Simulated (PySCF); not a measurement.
NMR data simulated for an unnamed compound:

$^{1}$H NMR (600 MHz, computed): δ 5.77 (br, 1H), 1.04 (m, 2H), 0.98 (s, 9H), 0.85 (m, 2H), 0.62 (m, 1H).

$^{13}$C{$^{1}$H} NMR (computed): δ 27.0 (CH3), 26.9 (C), 10.7 (CH), 10.6 (CH2).

- shielding tensors at PBE0/pcSseg-1 (GIAO)
- geometry: PBE0-D3(BJ)/def2-SVP
- program: PySCF 2.14.0 with density-fitted response routines
- single conformer, gas phase, relativity neglected, one averaged value for each set of equivalent atoms

Referencing at the same level of theory: TMS for $^{1}$H (σref 31.27), $^{13}$C (σref 184.41).

Which of these does the molecule contain: a tert-butyl group, a three-membered ring, a vinyl group CH=CH2, an NH or NH2 group, a ketone?

Results:


- A tert-butyl group: yes (δC 27.0, 26.9; δH 0.98 (s)).
- A three-membered ring: yes.
- A vinyl group CH=CH2: no.
- An NH or NH2 group: no.
- A ketone: no.

The data belong to SMILES CC(C)(C)BC1CC1, C$_{7}$H$_{15}$B; they needn't prove each group on their own.

Carbon signals by region: 4 below 50 ppm.

Hydrogens on boron are broadened and split by $^{11}$B (spin 3/2, 80 %) and 10B (spin 3). A carbon bonded to boron is broadened by the quadrupolar boron nucleus and is often missing from a measured spectrum. Shifts are as computed. Against solution values, carbons near 30 ppm lie about +2 ppm off and those near 130 ppm about +5 ppm. Of 1211 compounds with measured shifts, 218 miss one by over three times the rms of a fit or turn the order of signals round; such compounds aren't used in these exercises. Multiplicities follow the n + 1 count of equivalent neighbours, as no J values were calculated; m marks all less simple cases, F and P coupling included.
